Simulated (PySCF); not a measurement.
# Structure from 2D NMR

Compound of formula C9H9N. Correlations simulated from computed shifts and the bond graph:

HSQC (one-bond C–H):
```tsv
δH	δC
8.27	143.1
7.38	129.8
7.10	119.9
6.74	116.6
5.37	90.8
4.89	72.2
3.39	44.5
```

COSY cross peaks (H two or three bonds apart, from the bond graph; peaks can be absent where the dihedral angle is near 90°):
```tsv
δH	δH
8.27	6.74
7.38	7.10
7.38	6.74
5.37	3.39
```

HMBC (two and three bonds, from the bond graph):
```tsv
δH	δC
8.27	154.5, 129.8, 116.6
7.38	154.5, 143.1, 119.9, 116.6
7.10	154.5, 129.8, 116.6, 44.5
6.74	143.1, 129.8, 119.9
5.37	207.5, 154.5, 72.2, 44.5
4.89	207.5, 90.8
3.39	207.5, 154.5, 119.9, 90.8
```

Carbons without hydrogens: δ 207.5, 154.5.

[PySCF 2.14.0 with density-fitted response routines: PBE0-D3(BJ)/def2-SVP structure; KT2/pcSseg-1 with gauge-including orbitals; non-relativistic; in vacuum; one averaged value for each set of equivalent atoms; one computed conformer]

Scale: 1H, 13C against TMS (reference shieldings calculated alike).

Exchangeable hydrogens are left out of these lists.

Question: Work out the connectivity.

Answer: SMILES C=C=CCc1ccccn1.

Numbering as in the mapped SMILES `[CH2:1]=[C:2]=[CH:3][CH2:4][c:5]1[cH:6][cH:7][cH:8][cH:9][n:10]1`. Each H is labelled by its parent atom.

- δC 207.5 is C2, a central carbon of an allene.
- δC 154.5 is C5, a substituted aromatic carbon next to a ring nitrogen.
- δC 143.1 is C9, an aromatic CH next to a ring nitrogen (δH 8.27).
- δC 129.8 is C7, an aromatic CH (δH 7.38).
- δC 119.9 is C6, an aromatic CH (δH 7.10).
- δC 116.6 is C8, an aromatic CH (δH 6.74).
- δC 90.8 is C3, a terminal carbon of a cumulated C=C=C unit (δH 5.37).
- δC 72.2 is C1, a terminal carbon of a cumulated C=C=C unit (δH 4.89).
- δC 44.5 is C4, an sp3 CH2 on an aromatic ring (δH 3.39).
- HMBC from δH 8.27 reaches the proton-free carbon C5.
- HMBC from δH 7.38 reaches the proton-free carbon C5.
- HMBC from δH 7.10 reaches the proton-free carbon C5.
- HMBC from δH 5.37 reaches the proton-free carbons C2, C5.
- COSY links 8.27–6.74, 7.38–7.10, 7.38–6.74, 5.37–3.39.

The shifts were computed for this structure.

Shifts are as computed. Against solution values, carbons near 30 ppm lie about +2 ppm off and those near 130 ppm about -5 ppm. Of 1211 compounds with measured shifts, 218 miss one by over three times the rms of a fit or turn the order of signals round; such compounds aren't used in these exercises.
